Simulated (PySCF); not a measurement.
Compounds:

A. SMILES O=CNC1=CCC=C1
B. SMILES C=C[C@@H]1C[Si@H]1N([SiH3])[SiH3]
C. 4-hydroxy-2-methylpyridine (Cc1cc(O)ccn1)

Spectrum 1. $^{13}$C{$^{1}$H} NMR (computed): δ 169.9 (C), 166.1 (C), 155.7 (CH), 113.4 (CH), 111.0 (CH), 27.3 (CH3).

Spectrum 2. $^{13}$C{$^{1}$H} NMR (computed): δ 158.1 (CH), 149.4 (C), 143.7 (CH), 138.6 (CH), 113.8 (CH), 41.6 (CH2).

Spectrum 3. $^{13}$C{$^{1}$H} NMR (computed): δ 149.6 (CH), 109.7 (CH2), 20.8 (CH), 13.2 (CH2).

Level of theory: geometry from GFN2-xTB, NMR shieldings at PBE0/pcSseg-1/GIAO, in PySCF 2.14 (relativity neglected, in vacuum, fast rotation and ring inversion assumed for equivalent nuclei, one conformer).

Referencing at the same level of theory: TMS for $^{13}$C (σref 186.93). Acid and N–H amide carbonyl carbons lie up to 10 ppm further downfield in solution (hydrogen bonding). Shifts are as computed. Against solution values, carbons near 30 ppm lie about +3 ppm off and those near 130 ppm about +5 ppm. Of 1211 compounds with measured shifts, 218 miss one by over three times the rms of a fit or turn the order of signals round; such compounds aren't used in these exercises.

Q: Match each spectrum to its structure.

A: 1–C, 2–A, 3–B.

- Spectrum 1 (C): 6 $^{13}$C signals; δC 169.9 is an aromatic carbon bearing oxygen; δC 155.7 is an aromatic CH next to a ring nitrogen.
- Spectrum 2 (A): 6 $^{13}$C signals; δC 158.1 is an amide carbonyl carbon; δC 149.4 is an alkene carbon bearing nitrogen.
- Spectrum 3 (B): 4 $^{13}$C signals; δC 149.6 is an alkene CH; δC 109.7 is a terminal =CH2 carbon.
